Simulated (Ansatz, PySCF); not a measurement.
System: SiN₂H₄Cl, charge 0, multiplicity 2. SMILES: N[Si](N)Cl
Coordinates optimised at B3LYP-D3(BJ)/def2-TZVP (Ansatz, a quantum-chemistry and plane-wave program):
```
Si
N 1 1.7085
H 2 1.0070 1 121.16
H 2 1.0107 3 112.35 1 153.64
N 1 1.7172 2 105.89 3 -166.81
H 5 1.0083 1 119.99 2 -158.79
H 5 1.0091 6 111.98 1 147.65
Cl 1 2.1058 2 116.60 3 78.06
```
Charge 0, spin multiplicity 2.

Unscaled harmonic wavenumbers (cm⁻¹) in rising order, each level at the stationary point that it reaches from this structure (no distance between atoms moves by over 0.3 Å); the order of modes can differ between levels, and a negative number is imaginary. B3LYP-D3(BJ)/def2-TZVP (PySCF, at the structure above): 193, 218, 246, 301, 383, 389, 439, 475, 792, 806, 865, 901, 1567, 1578, 3539, 3560, 3653, 3655.

HF/3-21G (Ansatz): 112, 204, 275, 304, 335, 411, 625, 673, 874, 880, 1000, 1007, 1754, 1770, 3721, 3737, 3833, 3846. Zero-point energy 36.3 against 33.7 kcal/mol; where all levels lie over 400 cm⁻¹, the wavenumbers are on average 1.146 times those of B3LYP-D3(BJ)/def2-TZVP.

HF/6-31G* (Ansatz): 201, 228, 276, 320, 395, 437, 452, 526, 851, 875, 950, 965, 1746, 1755, 3784, 3802, 3893, 3904. Zero-point energy 36.3 against 33.7 kcal/mol; where all levels lie over 400 cm⁻¹, the wavenumbers are on average 1.080 times those of B3LYP-D3(BJ)/def2-TZVP.

B3LYP/6-31G* (Ansatz): 185, 214, 248, 293, 386, 413, 463, 496, 791, 821, 874, 903, 1601, 1615, 3535, 3553, 3651, 3653. Zero-point energy 33.9 against 33.7 kcal/mol; where all levels lie over 400 cm⁻¹, the wavenumbers are on average 1.014 times those of B3LYP-D3(BJ)/def2-TZVP.
